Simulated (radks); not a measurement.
The numbers below are computed, except where a source is named.
I2+, 51 electrons, occupied as [Kr] 4d10 5s2 5p3 (the NIST ground configuration). Level of theory: Dirac Kohn-Sham, LDA (Slater exchange, VWN5 correlation), spin-unpolarised, spherical densities, finite nucleus; open shells fill j = l - 1/2 first; Fermi nuclear charge, rms radius 4.75 fm (a radial shooting solver on a logarithmic mesh with Libxc functionals). Some entries of the table are withheld. Estimate them.

orbital,occ.,eigenvalue (hartree),<1/r> (bohr^-1),<r^2> (bohr^2)
1s1/2,2,-1210.592,56.78,0.001006
2s1/2,2,(1),13.25,(2)
2p1/2,2,(3),13.24,0.01194
2p3/2,4,(4),12.21,0.01323
3s1/2,2,-38.45071,4.722,(5)
3p1/2,2,-33.70885,4.637,0.1077
3p3/2,4,-31.64648,4.382,0.1158
3d3/2,4,-23.25596,4.239,0.09736
3d5/2,6,-22.82176,4.174,0.09971
4s1/2,2,-7.35392,1.905,0.6191
4p1/2,2,-5.69687,1.795,0.6805
4p3/2,4,-5.29087,1.711,0.7318
4d3/2,4,-2.62214,1.458,0.9759
4d5/2,6,-2.55850,1.437,1.001
5s1/2,2,-1.32701,0.7000,3.943
5p1/2,2,-0.93631,0.6028,5.228
5p3/2,1,-0.88773,0.5778,5.626
5d3/2,0,-0.40797,0.3878,12.15
5d5/2,0,-0.40369,0.3840,12.38
6s1/2,0,-0.40055,0.3004,20.71
6p1/2,0,-0.29981,0.2558,(6)
6p3/2,0,-0.28963,0.2481,(7)
4f5/2,0,-0.18894,(8),23.14
4f7/2,0,-0.18856,(9),23.32

Answer. 
(1) 2s1/2 eigenvalue (hartree): -187.6486
(2) 2s1/2 <r^2> (bohr^2): 0.01616
(3) 2p1/2 eigenvalue (hartree): -176.2055
(4) 2p3/2 eigenvalue (hartree): -165.2422
(5) 3s1/2 <r^2> (bohr^2): 0.1130
(6) 6p1/2 <r^2> (bohr^2): 28.92
(7) 6p3/2 <r^2> (bohr^2): 30.66
(8) 4f5/2 <1/r> (bohr^-1): 0.3262
(9) 4f7/2 <1/r> (bohr^-1): 0.3238
